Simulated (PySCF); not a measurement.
WO₂F, SMILES [O]=[W+](=[O])[F], charge +1, multiplicity 1. The structure is a stationary point at PBE-D3(BJ)/def2-TZVP. The multiplicity is an assumed one; other spin states were not compared. The isomer is the one that the SMILES or the coordinates give; other isomers of the formula were not compared. The def2 effective core potentials stand for the cores of W; spin–orbit coupling is left out.

Computed equilibrium geometry at PBE-D3(BJ)/def2-TZVP (PySCF confirms it by a frequency run) as Cartesian coordinates in Å, and its point group:
point group Cs.
```xyz
4

W      0.0388    -0.1784     0.0000
O      0.7641     0.5800    -1.3250
O      0.7641     0.5800     1.3250
F     -1.6771     0.4359     0.0000
```
Charge +1, spin multiplicity 1.
